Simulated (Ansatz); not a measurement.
Consider the formal exchange of groups at the Si–C bond: `[SiH3]CI` + `C=CSC` → `C=C([SiH3])SC` + `CI`.

Computed with Ansatz on PBE0-D4/def2-TZVP structures; ΔE is electronic, products minus reactants. CBS: MP2 limit from def2 TZ/QZ plus the TZ coupled-cluster correction, frozen cores. DFT in def2-TZVPP. B3LYP here is the variant with VWN-RPA as its local correlation; programs differ in this. Elements past krypton have def2 core potentials. For I outer-core shells are correlated without core-valence functions, which leaves a few kJ/mol of doubt a bond. One conformer a species, not always the lowest.

(1) Is it downhill or uphill in electronic energy at CCSD(T)/CBS, and by how much? (An estimate is asked.)

(2) What do these levels give: PBE0-D4, B3LYP-D4, ωB97X-V, B2PLYP, PBE0, B3LYP, SCS-MP2/def2-TZVPP, CCSD/def2-TZVPP, HF/def2-QZVPP, MP2/def2-QZVPP, SCS-MP2/def2-QZVPP, MP2/CBS(def2)? (An estimate is asked.)

Largest T1 diagnostic among the species: 0.012.

Answers

(1) The calculation gave: Downhill: ΔE = -0.9 kcal/mol.

(2) Ansatz gave: PBE0-D4 -1.3, B3LYP-D4 -1.5, ωB97X-V -1.0, B2PLYP -0.6, PBE0 -0.4, B3LYP -0.1, SCS-MP2/def2-TZVPP -1.0, CCSD/def2-TZVPP -0.6, HF/def2-QZVPP 0.3, MP2/def2-QZVPP -1.1, SCS-MP2/def2-QZVPP -0.9, MP2/CBS(def2) -1.1 kcal/mol.

In def2-TZVPP, CCSD(T) changes the Hartree–Fock value by −1.3 kcal/mol (the triples alone add −0.4 kcal/mol) and MP2 by −1.5 kcal/mol. The D4 term adds −1.5 kcal/mol with B3LYP and −0.8 kcal/mol with PBE0; it sums over pairs of atoms, weighted by their polarisabilities, and B3LYP, whose exchange is more repulsive, gets the larger term.
